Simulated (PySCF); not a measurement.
C3H9FOSi, SMILES O(CC)C[SiH2]F.

The structure is a stationary point at PBE0-D3(BJ)/def2-SVP. This is a generated structure with no PubChem entry under its InChIKey; it may be hypothetical. The values are those of a single conformer.

Computed with PySCF 2.14.0 with TDA-ωB97X/def2-SVPD.

Vertical excitations. 

Computed lowest excited states:
| state | energy (eV) | λ (nm) | f | main pairs |
|---|---|---|---|---|
| S1 | 6.68 | 186 | 0.004 | HOMO→LUMO 78 % |
| S2 | 7.49 | 166 | 0.053 | HOMO→LUMO+1 73 %, HOMO→LUMO+2 12 % |
| S3 | 8.23 | 151 | 0.031 | HOMO→LUMO+2 61 %, HOMO→LUMO+1 12 % |
| S4 | 8.34 | 149 | 0.006 | HOMO−1→LUMO 66 %, HOMO−2→LUMO 10 % |
| S5 | 8.48 | 146 | 0.063 | HOMO→LUMO+3 63 %, HOMO→LUMO+5 22 % |
| S6 | 8.67 | 143 | 0.016 | HOMO→LUMO+4 73 % |
| T1 | 6.32 | 196 | 0 | HOMO→LUMO 75 % |
| T2 | 7.32 | 169 | 0 | HOMO→LUMO+1 68 %, HOMO→LUMO+2 16 % |
Triplets are in the Tamm–Dancoff approximation.
